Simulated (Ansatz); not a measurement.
`BC(=O)O` + HCl → `BCl` + `O=CO` at 700 K and 1 bar (ligand exchange at a B–C bond).

Isolated molecules relaxed with PBE0-D4/def2-TZVP in Ansatz; ΔE leaves out vibrations. CCSD(T)/CBS adds triple-zeta CCSD(T) − MP2 to the extrapolated MP2 energy (def2 sets, frozen cores). This one scheme is used for every species. Each species was taken in one conformer, which may not be the lowest.

| species | CCSD(T)/CBS energy (Eh) | H − E (kJ/mol) | S (J/(mol·K)) |
| --- | --- | --- | --- |
| `BC(=O)O` | -214.97533 | 168.9 | 362.5 |
| HCl | -460.38127 | 38.4 | 211.8 |
| `BCl` | -485.78909 | 86.3 | 276.7 |
| `O=CO` | -189.60296 | 123.9 | 296.8 |

H − E and S are ideal-gas, rigid-rotor, harmonic terms from PBE0-D4/def2-TZVP, for one conformer and one mirror image of each species. 1 Eh = 2625.50 kJ/mol, R = 8.31446 J/(mol·K).

**Question.** By hand: ΔE, ΔH, ΔS and ΔG.

**Answer.** ΔE = (-485.78909) + (-189.60296) − (-214.97533) − (-460.38127) = -0.03545 Eh = -93.1 kJ/mol. Δ(H − E) = 86.3 + 123.9 − 168.9 − 38.4 = 2.9, so ΔH = -90.2 kJ/mol. ΔS = 276.7 + 296.8 − 362.5 − 211.8 = -0.8 J/(mol·K). ΔG = -90.2 − 700 × (-0.8)/1000 = -89.6 kJ/mol.

**Question.** By hand: the equilibrium constant, and the temperature at which ΔG would vanish if ΔH and ΔS stayed fixed.

**Answer.** log₁₀ K = −ΔG/(RT ln 10) = 6.7. ΔG = 0 at ΔH/ΔS = 112750 K, far beyond where these terms or the molecules hold.

The number of gas molecules stays the same, so ΔS is small and ΔH decides. A doubt of 5 kJ/mol in ΔE shifts log₁₀ K by 0.4 here. Other conformers and mirror images would add mixing entropy, several J/(mol·K) or more a flexible species. These are equilibria of isolated gas molecules and say nothing of rates. Largest T1 diagnostic: 0.019 (customary marks: 0.02 for closed shells, 0.045 for open ones).
